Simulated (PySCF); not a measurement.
# Core binding energy against partial charge

Compound: C₄H₃ClO₂S₂.
SMILES with atom numbers: `[O:1]=[S:2](=[O:3])([Cl:4])[c:5]1[cH:6][cH:7][cH:8][s:9]1`

Binding energies: delta-SCF UKS SCAN, pcX-2 on the ionised atom, pcseg-1 elsewhere, spin-free X2C (PySCF 2.14.0). Charges: PBE0/pcSseg-1 ground-state density, for the ionised atom.

```json
{"atom": "C7", "environment": "aromatic CH carbon", "C 1s (eV)": "291.31", "Mulliken (e)": "-0.050", "IAO (e)": "-0.174", "Hirshfeld (e)": "-0.057", "ESP (e)": "-0.307"}
{"atom": "C6", "environment": "aromatic CH carbon", "C 1s (eV)": "291.42", "Mulliken (e)": "+0.070", "IAO (e)": "-0.135", "Hirshfeld (e)": "-0.043", "ESP (e)": "+0.019"}
{"atom": "C8", "environment": "aromatic CH next to a ring sulfur", "C 1s (eV)": "291.65", "Mulliken (e)": "-0.264", "IAO (e)": "-0.294", "Hirshfeld (e)": "-0.056", "ESP (e)": "-0.170"}
{"atom": "C5", "environment": "substituted aromatic carbon", "C 1s (eV)": "291.94", "Mulliken (e)": "-0.615", "IAO (e)": "-0.441", "Hirshfeld (e)": "-0.077", "ESP (e)": "-0.150"}
```

Problem. How well does each charge scheme correlate with the binding energies over these sites?

Solution. ESP: r = 0.14, slope 0.3 eV per e; Hirshfeld: r = -0.79, slope -15.5 eV per e; Mulliken: r = -0.94, slope -0.9 eV per e; IAO: r = -0.96, slope -1.9 eV per e. On 4 points no scheme stands out.

Problem. The point-charge model writes a binding energy as kq + V + constant, with V the potential of the other atoms' charges at the site. What does it give with the Mulliken charges?

Solution. V = Σ 14.40 eV Å × q/r over all other atoms: +0.55 eV at C7, -1.85 eV at C6, +3.85 eV at C8, +7.69 eV at C5. Fitting binding energy − V to q gives k = 12.8 eV per e and leaves an rms residual of 0.49 eV, against 0.08 eV for the fit on q alone. The model has no term for differences in relaxation between sites.

Geometry: PBE0-D3(BJ)/def2-SVP, one conformer, isolated molecule.

Shape of the structure used: `[O:1]=[S:2](=[O:3])([Cl:4])[c:5]1[cH:6][cH:7][cH:8][s:9]1`: O1–S2–C5–C6 156°.
